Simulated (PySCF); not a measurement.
## Stretching SrBr

Set-up: basis Sr x2c-TZVPPall, Br x2c-TZVPPall; spin-free X2C with a Gaussian nucleus; PySCF 2.14. Energies in eV from Sr + Br in their ground configurations at the same level. All curves are PBE0. state 1: ²Σ⁺ (doublet), unpaired electrons σ ↑; state 2: ²Π (doublet), unpaired electrons π ↑, a second solution, started from another occupation; state 3: quartet, unpaired electrons σ ↑, π ↑↑, a mixture of terms (⟨Lz²⟩ = 2.0), a second solution, started from another occupation.

```
R (Å)  state 1  state 2  state 3
2.349   -3.059   -1.526   3.6816
2.459   -3.526   -1.981   2.9621
2.568   -3.776   -2.221   2.4609
2.650   -3.863   -2.300   2.1899
2.732   -3.886   -2.316   1.9857
2.814   -3.862   -2.285   1.8335
2.923   -3.777   -2.193   1.6914
3.060   -3.616   -2.024   1.5822
3.224   -3.377   -1.777   1.5157
3.442   -3.027   -1.420   1.4883
```

Question: Put a parabola through the three lowest points of the state 1 curve and estimate Re, k and ωe (reduced mass 41.58 u; 1 eV/Å² = 0.16022 mdyn/Å; ωe = 1302.8·√(k/μ) cm⁻¹).

Answer: Through R = 2.65, 2.732, 2.814 Å the second-order coefficient is 3.49 eV/Å², so Re ≈ 2.731 Å, k ≈ 1.12 mdyn/Å and ωe ≈ 214 cm⁻¹. A polynomial fit of higher order to the unrounded PBE0 energies gives Re = 2.727 Å, k = 1.14 mdyn/Å, ωe = 216 cm⁻¹; anharmonicity and rounding make the difference.

The higher-order fit for each curve: state 1: Re = 2.727 Å, ωe = 216 cm⁻¹, De = 3.89 eV; state 2: Re = 2.716 Å, ωe = 219 cm⁻¹, minimum 2.32 eV below the ground-state fragments; state 3: Re = 3.488 Å, ωe = 59.9 cm⁻¹, minimum 1.49 eV above the ground-state fragments.

Spin–orbit coupling is left out. Counting both spins, an empty level lies below a filled one in some of these solutions, because spin and occupation are held. The state was picked by a PBE0 search and need not be the measured ground state.
